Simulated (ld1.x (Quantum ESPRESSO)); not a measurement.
**Plane-wave convergence, RRKJ potential for boron**

```
Element                 : boron (B)
Generator               : ld1.x (Quantum ESPRESSO) 7.5
Type                    : norm-conserving RRKJ (Kleinman–Bylander form)
Functional              : PBE
Relativity              : non-relativistic
Frozen core             : [He]
Valence charge          : 3
Reference configuration : 2s1.75 2p1.25
Partial waves           : 2p (bound): rc 2.10 bohr; 3d channel at 0.1 Ry: rc 1.95 bohr; 2s (bound): rc 1.30 bohr
Local potential         : the s channel
Core correction         : a·sin(br)/r model core, default radius (core density twice the valence density)
rho0                    : 0.005
```

The pseudo-atom Hamiltonian at the reference potential is diagonalised in spherical Bessel functions j_l(qr) that vanish at 20 bohr, with q² up to the cutoff. All-electron valence levels (Ry): 2p -0.2741, 2s -0.7032.

How do the lowest levels (Ry) of each channel move with the cutoff, and are there ghosts?

```tsv
cutoff (Ry)	p #1	d #1	d #2	s #1	s #2	f #1	Σ f·Δε (mRy)
8	-0.2015	0.0654	0.1588	-0.6514	-0.0111	0.1127	181.4
15	-0.2629	0.0654	0.1588	-0.6875	-0.0133	0.1127	41.6
25	-0.2739	0.0654	0.1588	-0.7014	-0.0142	0.1127	3.5
35	-0.2741	0.0654	0.1588	-0.7020	-0.0143	0.1127	2.0
50	-0.2741	0.0654	0.1588	-0.7026	-0.0143	0.1127	1.0
70	-0.2741	0.0654	0.1588	-0.7031	-0.0143	0.1127	0.1
400	-0.2741	0.0654	0.1588	-0.7032	-0.0143	0.1127	0.0
```

Result: no extra level below or beside the all-electron valence levels (p, d, s, f tested); 10 mRy is reached at 21 Ry and 1 mRy at 55 Ry.
